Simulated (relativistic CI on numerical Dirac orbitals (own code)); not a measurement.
**Electric-dipole lines of Sm³⁵⁺**

Method of calculation: Dirac-Coulomb-Breit CI, separate exchange-only KLI orbitals for each configuration, model QED, unscaled Slater integrals (own radial code, finite nucleus).

Configuration list (outside the closed core [Ne]): 3s²3p⁶3d⁹, 3s²3p⁵3d¹⁰, 3s3p⁶3d¹⁰, 3s²3p⁶3d⁸4s, 3s²3p⁶3d⁸4p, 3s²3p⁶3d⁸4d, 3s²3p⁴3d¹⁰4s, 3s²3p⁴3d¹⁰4p, 3s²3p⁵3d⁹4s, 3s²3p⁶3d⁸4f, 3s²3p⁴3d¹⁰4d, 3s²3p⁵3d⁹4p, 3s3p⁵3d¹⁰4s, 3s²3p⁶3d⁷4s², 3s3p⁵3d¹⁰4p, 3s²3p⁵3d⁹4d. Levels of other configurations are missing.

| λ vac (nm) | Lower | Upper | A (s⁻¹) | E lower (eV) | E upper (eV) |
| --- | --- | --- | --- | --- | --- |
| 0.93414 | 3s²3p⁶3d⁹ ²D5/2 [1] | 3s²3p⁶3d⁸4f ⁴G°7/2 [169] | 1.65e+13 | 0.00 | 1327.26 |
| 0.93433 | 3s²3p⁶3d⁹ ²D5/2 [1] | 3s²3p⁶3d⁸4f ²D°5/2 [168] | 1.87e+13 | 0.00 | 1326.99 |
| 0.93770 | 3s²3p⁶3d⁹ ²D5/2 [1] | 3s²3p⁶3d⁸4f ²D°3/2 [163] | 1.02e+13 | 0.00 | 1322.21 |
| 0.95278 | 3s²3p⁶3d⁹ ²D5/2 [1] | 3s²3p⁵3d⁹4s ²D°5/2 [139] | 5.06e+12 | 0.00 | 1301.29 |
| 0.95349 | 3s²3p⁶3d⁹ ²D3/2 [2] | 3s²3p⁵3d⁹4s ²F°5/2 [171] | 6.09e+12 | 27.67 | 1328.00 |
| 0.96712 | 3s²3p⁶3d⁹ ²D5/2 [1] | 3s²3p⁵3d⁹4s ²F°7/2 [134] | 7.57e+12 | 0.00 | 1281.99 |
| 1.1464 | 3s²3p⁶3d⁹ ²D5/2 [1] | 3s²3p⁶3d⁸4p ²F°7/2 [37] | 3.22e+12 | 0.00 | 1081.47 |
| 2.9009 | 3s²3p⁶3d⁹ ²D3/2 [2] | 3s²3p⁵3d¹⁰ ²P°1/2 [4] | 2.42e+12 | 27.67 | 455.07 |
| 3.7425 | 3s²3p⁶3d⁸4s ²F7/2 [7] | 3s²3p⁵3d⁹4s ²D°5/2 [139] | 1.33e+12 | 970.00 | 1301.29 |
| 3.7440 | 3s²3p⁶3d⁸4s ⁴F9/2 [6] | 3s²3p⁵3d⁹4s ⁴D°7/2 [138] | 1.29e+12 | 967.58 | 1298.74 |
| 3.8014 | 3s²3p⁶3d⁹ ²D5/2 [1] | 3s²3p⁵3d¹⁰ ²P°3/2 [3] | 1.01e+12 | 0.00 | 326.16 |
| 3.8180 | 3s²3p⁶3d⁸4s ⁴F7/2 [11] | 3s²3p⁵3d⁹4s ⁴D°5/2 [157] | 8.26e+11 | 994.75 | 1319.49 |
| 3.9750 | 3s²3p⁶3d⁸4s ²D5/2 [8] | 3s²3p⁵3d⁹4s ²D°5/2 [136] | 6.98e+11 | 975.48 | 1287.39 |
| 3.9875 | 3s²3p⁶3d⁸4s ⁴F9/2 [6] | 3s²3p⁵3d⁹4s ⁴F°9/2 [133] | 3.72e+11 | 967.58 | 1278.51 |
| 4.0183 | 3s²3p⁵3d¹⁰ ²P°3/2 [3] | 3s3p⁶3d¹⁰ ²S1/2 [5] | 1.29e+12 | 326.16 | 634.71 |
| 8.1950 | 3s²3p⁶3d⁸4p ²G°9/2 [22] | 3s²3p⁶3d⁸4d ⁴G9/2 [70] | 1.64e+11 | 1038.10 | 1189.39 |
| 8.2323 | 3s²3p⁶3d⁸4p ⁴G°7/2 [27] | 3s²3p⁶3d⁸4d ⁴H9/2 [88] | 2.71e+11 | 1063.91 | 1214.52 |
| 8.2593 | 3s²3p⁶3d⁸4p ⁴D°7/2 [21] | 3s²3p⁶3d⁸4d ⁴D7/2 [68] | 1.86e+11 | 1036.62 | 1186.74 |
| 8.2634 | 3s²3p⁶3d⁸4p ⁴G°5/2 [30] | 3s²3p⁶3d⁸4d ²F7/2 [95] | 2.29e+11 | 1071.81 | 1221.85 |
| 8.2658 | 3s²3p⁶3d⁸4p ²G°9/2 [22] | 3s²3p⁶3d⁸4d ²H11/2 [69] | 2.77e+11 | 1038.10 | 1188.10 |
| 8.3312 | 3s²3p⁶3d⁸4p ²H°9/2 [32] | 3s²3p⁶3d⁸4d ²I11/2 [101] | 2.64e+11 | 1076.04 | 1224.86 |
| 8.3467 | 3s²3p⁶3d⁸4p ⁴D°7/2 [21] | 3s²3p⁶3d⁸4d ⁴P5/2 [67] | 2.42e+11 | 1036.62 | 1185.17 |
| 10.545 | 3s²3p⁶3d⁸4p ²F°7/2 [40] | 3s²3p⁶3d⁸4d ²G9/2 [82] | 1.51e+11 | 1088.28 | 1205.85 |
| 10.572 | 3s²3p⁶3d⁸4p ⁴G°11/2 [35] | 3s²3p⁶3d⁸4d ⁴H13/2 [74] | 1.64e+11 | 1078.38 | 1195.66 |
| 10.580 | 3s²3p⁶3d⁸4p ⁴G°9/2 [46] | 3s²3p⁶3d⁸4d ⁴H11/2 [97] | 1.62e+11 | 1105.54 | 1222.73 |
| 10.640 | 3s²3p⁶3d⁸4p ⁴F°9/2 [36] | 3s²3p⁶3d⁸4d ⁴G11/2 [77] | 1.11e+11 | 1080.79 | 1197.32 |
| 10.649 | 3s²3p⁶3d⁸4p ²H°11/2 [55] | 3s²3p⁶3d⁸4d ²I13/2 [113] | 1.60e+11 | 1116.75 | 1233.17 |
| 10.801 | 3s²3p⁶3d⁸4s ²G9/2 [16] | 3s²3p⁶3d⁸4p ²G°9/2 [61] | 8.39e+10 | 1007.28 | 1122.07 |
| 10.952 | 3s²3p⁶3d⁸4s ⁴F9/2 [6] | 3s²3p⁶3d⁸4p ⁴F°9/2 [36] | 7.11e+10 | 967.58 | 1080.79 |
| 10.991 | 3s²3p⁶3d⁸4s ²G7/2 [18] | 3s²3p⁶3d⁸4p ²G°7/2 [60] | 9.55e+10 | 1007.60 | 1120.41 |
| 10.992 | 3s²3p⁶3d⁸4s ²D5/2 [8] | 3s²3p⁶3d⁸4p ²F°7/2 [40] | 1.08e+11 | 975.48 | 1088.28 |
| 11.016 | 3s²3p⁶3d⁸4s ⁴P1/2 [10] | 3s²3p⁶3d⁸4p ²P°3/2 [45] | 1.13e+11 | 989.73 | 1102.28 |
| 11.024 | 3s²3p⁶3d⁸4s ⁴P3/2 [15] | 3s²3p⁶3d⁸4p ⁴D°5/2 [57] | 1.06e+11 | 1005.95 | 1118.42 |
| 11.058 | 3s²3p⁶3d⁸4s ⁴F7/2 [11] | 3s²3p⁶3d⁸4p ⁴F°7/2 [48] | 6.80e+10 | 994.75 | 1106.88 |
| 11.073 | 3s²3p⁶3d⁸4s ²F7/2 [7] | 3s²3p⁶3d⁸4p ²D°5/2 [38] | 1.08e+11 | 970.00 | 1081.97 |
| 11.123 | 3s²3p⁶3d⁸4s ²F7/2 [7] | 3s²3p⁶3d⁸4p ²F°7/2 [37] | 7.66e+10 | 970.00 | 1081.47 |
| 11.128 | 3s²3p⁶3d⁸4s ⁴P5/2 [13] | 3s²3p⁶3d⁸4p ⁴D°7/2 [51] | 1.12e+11 | 1001.99 | 1113.40 |
| 11.132 | 3s²3p⁶3d⁸4s ²D5/2 [20] | 3s²3p⁶3d⁸4p ²F°7/2 [64] | 1.18e+11 | 1027.32 | 1138.69 |
| 11.190 | 3s²3p⁶3d⁸4s ⁴F9/2 [6] | 3s²3p⁶3d⁸4p ⁴G°11/2 [35] | 1.17e+11 | 967.58 | 1078.38 |
| 11.191 | 3s²3p⁶3d⁸4s ²F7/2 [7] | 3s²3p⁶3d⁸4p ⁴F°9/2 [36] | 4.58e+10 | 970.00 | 1080.79 |
| 11.191 | 3s²3p⁶3d⁸4s ⁴F7/2 [11] | 3s²3p⁶3d⁸4p ⁴G°9/2 [46] | 1.16e+11 | 994.75 | 1105.54 |
| 11.292 | 3s²3p⁶3d⁸4s ²G7/2 [18] | 3s²3p⁶3d⁸4p ²F°5/2 [56] | 1.06e+11 | 1007.60 | 1117.40 |
| 11.327 | 3s²3p⁶3d⁸4s ²G9/2 [16] | 3s²3p⁶3d⁸4p ²H°11/2 [55] | 1.13e+11 | 1007.28 | 1116.75 |
| 17.958 | 3s²3p⁶3d⁸4s ⁴F9/2 [6] | 3s²3p⁶3d⁸4p ⁴D°7/2 [21] | 2.10e+10 | 967.58 | 1036.62 |
| 18.207 | 3s²3p⁶3d⁸4s ²F7/2 [7] | 3s²3p⁶3d⁸4p ²G°9/2 [22] | 1.56e+10 | 970.00 | 1038.10 |

Terms are leading LS components. Brackets give the number of a level in order of energy, since labels repeat. The list gives strong lines, with weight on those to low levels, without lines whose two gauges differ by over a factor of 2.5, among the lowest 200 of 499 levels, so that lines to higher ones, which can be the strongest, are missing. Levels whose partners in the same complex of configurations lie outside the list can be far off, and so can their lines. Rates are taken at the computed energies, electric ones in the length gauge.

At this charge energies of transitions that change n are usually good to better than 1 %, and those within a shell (Δn = 0) to a few per cent.

LS names give the leading component of a level, which can be under half, so a name can repeat, a term be missing and a line seem to break the LS rules.
